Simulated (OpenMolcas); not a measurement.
## Bi⁺: from CASSCF to CASPT2

```json
{"Program": "OpenMolcas 26.06", "Basis": "ANO-RCC-VDZP [7s6p4d2f1g]", "Scalar Hamiltonian": "DKH2, point nucleus", "Active space": "4 electrons in 4 orbitals (6s 6p)", "State averaging": "2S+1 = 3 even, 6 roots (3 in the spin-orbit step); 2S+1 = 1 even, 6 roots kept (CI in the orbitals of an earlier block); 2S+1 = 5 odd, 1 root; 2S+1 = 3 odd, 9 roots kept (CI in the orbitals of an earlier block); 2S+1 = 1 odd, 8 roots kept (CI in the orbitals of an earlier block)", "Spin-orbit coupling": "RASSI with atomic mean-field integrals over the reference wave functions, term energies averaged over their components"}
```

Methods on the same reference wave functions:
A. CASSCF
B. SS-CASPT2, IPEA 0.25 Eh, imaginary shift 0.1 Eh (closed shells correlated: 5d)

Energies in cm⁻¹ above 6s² 6p² ³P₀, the measured ground level; measured values from NIST Handbook of Basic Atomic Spectroscopic Data.

```tsv
Level	A	B	Measured
6s² 6p² ³P₀	0.0	0.0	0.0
6s² 6p² ³P₁	12687	12500	13325
6s² 6p² ³P₂ [56 %]	17472	16680	17032
6s² 6p² ¹D₂ [56 %]	33720	32700	33939
6s² 6p² ¹S₀	43699	44520	44174
6s 6p³ ⁵S°₂	67184	75490	76149
6s 6p³ ³D°₁ [69 %]	94271	91490	
6s 6p³ ³D°₂ [71 %]	95499	94540	
6s 6p³ ³D°₃	101215	99340	96062
6s 6p³ ³P°₀	110370	109640	
6s 6p³ ³P°₁ [60 %]	112967	110610	
6s 6p³ ³S°₁ [51 %]	132286	118700
```

Deviations, from unrounded energies. A percentage is the sum of absolute deviations over the sum of measured energies, with the sign that they share, or ± where signs differ.

```csv
Against measurement,Levels,A,B
mean absolute deviation (cm-1),6,2600,1100
fine structure of the ground term (%),2,±3.6,-3.9
other terms of the ground configuration (%),2,-0.9,±2.0
other configurations (%),2,±8.2,±2.3
```

B lies closest to measurement on these levels. The largest miss of B in the table is 6s 6p³ ³D°₃, by +3300 cm-1. The ranking rests on the paired levels alone, and a cruder setting can come out closer through cancelling errors.

From A to B the spin-free energies of the other terms of 6s² 6p² shown, above ³P, scale by factors of 0.84 to 1.07.

The lowest spin-free term lies below A's lowest term by 0.371 hartree in B.

Term energies are means over components that CASPT2 splits; among the terms shown or strongly mixed into the levels shown the widest spread is 340 cm-1 (6s 6p³ ³D°, B). Over all roots computed the reference weight is 0.87 to 0.94 in B; the roots of lowest weight are the least certain, and an intruder state may touch them. Some high roots are left out of the spin-orbit mixing, which shifts the levels that they would mix with. Terms from blocks run as CI alone lack orbitals of their own. Terms of s pⁿ other than that of highest spin mix with s² pⁿ⁻² d, which this space lacks; all of them can be thousands of cm-1 off, and some have no real level of that name. Spin-orbit splittings of 6p shells tend to come out small when the coupling is added on scalar orbitals. Computed and measured levels are paired by configuration, term and J; levels that our copy of the source lacks, or whose pairing is in doubt (as where it misses far off the trend of its configuration), stay unpaired and out of the deviations. Where the source uses jj or jK labels, the order within each J decides. Levels of configurations outside the active space are missing. Levels that lie high or do not pair safely by name in every column are left out.

A share in square brackets marks a mixed level and gives the weight of the term that names it, the lowest over the columns. ° marks odd parity.
